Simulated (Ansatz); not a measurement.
Reaction (ligand exchange at a B–C bond): `NCBBr` + HCl → `ClBBr` + CH₃NH₂

Computed with Ansatz on PBE0-D4/def2-TZVP structures; ΔE is electronic, products minus reactants. CBS: MP2 limit from def2 TZ/QZ plus the TZ coupled-cluster correction, frozen cores. This one scheme is used for every species. DFT in def2-TZVPP. B3LYP here is the variant with VWN-RPA as its local correlation; programs differ in this. For Br outer-core shells are correlated without core-valence functions, which leaves a few kJ/mol of doubt a bond. Scalar relativity is left out up to krypton. Each species was taken in one conformer, which may not be the lowest.

```csv
level,ΔE (kJ/mol),difference from CCSD(T)/CBS
PBE-D4,-78.5,-0.9
r2SCAN-D4,-80.4,-2.8
PBE0-D4,-77.6,0.0
B3LYP-D4,-79.5,-1.9
ωB97X-V,-78.0,-0.4
ωB97M-V,-77.3,0.3
B2PLYP,-83.5,-5.9
PBE,-81.3,-3.7
r2SCAN,-81.3,-3.7
PBE0,-80.1,-2.5
B3LYP,-83.8,-6.2
HF/def2-TZVPP,-84.9,-7.3
MP2/def2-TZVPP,-82.1,-4.5
SCS-MP2/def2-TZVPP,-83.4,-5.8
CCSD/def2-TZVPP,-77.9,-0.3
CCSD(T)/def2-TZVPP,-78.6,-1.0
HF/def2-QZVPP,-84.6,-7.0
MP2/def2-QZVPP,-81.5,-3.9
SCS-MP2/def2-QZVPP,-82.7,-5.1
HF/CBS(def2),-84.6,-7.0
MP2/CBS(def2),-81.2,-3.6
CCSD/CBS(def2),-77.0,0.6
CCSD(T)/CBS,-77.6,0
```

Largest T1 diagnostic among the species: 0.010.

The D4 term adds +4.3 kJ/mol with B3LYP and +2.5 kJ/mol with PBE0; it sums over pairs of atoms, weighted by their polarisabilities, and B3LYP, whose exchange is more repulsive, gets the larger term.
